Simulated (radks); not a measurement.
All-electron atom: the germanium ion Ge2+ in [Ar] 3d10 4s2 (the NIST ground configuration).

All-electron calculation, Dirac Kohn-Sham, PBE, spin-unpolarised, spherical densities, point nucleus. Program: a radial shooting solver on a logarithmic mesh with Libxc functionals.

Energy parts (eV):
| part | energy |
|---|---|
| total | -57091.976 |
| kinetic | 58303.490 |
| electron-nucleus | -137192.018 |
| Hartree | 23948.876 |
| exchange-correlation | -2152.325 |

Orbitals (lengths in bohr, moments of r in powers of bohr; <r^-3> diverges for s and p1/2):
| orbital | occ. | eigenvalue (eV) | <r^-3> | small-component weight |
|---|---|---|---|---|
| 1s1/2 | 2 | -10978.13 | - | 1.34e-02 |
| 2s1/2 | 2 | -1391.229 | - | 2.60e-03 |
| 2p1/2 | 2 | -1239.681 | - | 2.58e-03 |
| 2p3/2 | 4 | -1207.804 | 958.8 | 2.53e-03 |
| 3s1/2 | 2 | -188.3866 | - | 5.95e-04 |
| 3p1/2 | 2 | -138.4204 | - | 5.44e-04 |
| 3p3/2 | 4 | -134.1439 | 129.7 | 5.30e-04 |
| 3d3/2 | 4 | -49.5385 | 14.52 | 4.02e-04 |
| 3d5/2 | 6 | -48.9509 | 14.10 | 3.97e-04 |
| 4s1/2 | 2 | -29.2464 | - | 7.90e-05 |

The highest occupied level is 4s1/2 at -29.246 eV. The density falls to 0.001 e/bohr^3 at r = 3.41 bohr. For comparison, the ionisation energy in NIST's Atomic Spectra Database is 34.058 eV (measured). In exact Kohn-Sham theory the highest level is minus the ionisation energy, but local and semilocal functionals leave it too shallow, through self-interaction and a potential that decays too fast; potentials with the right tail come closer.
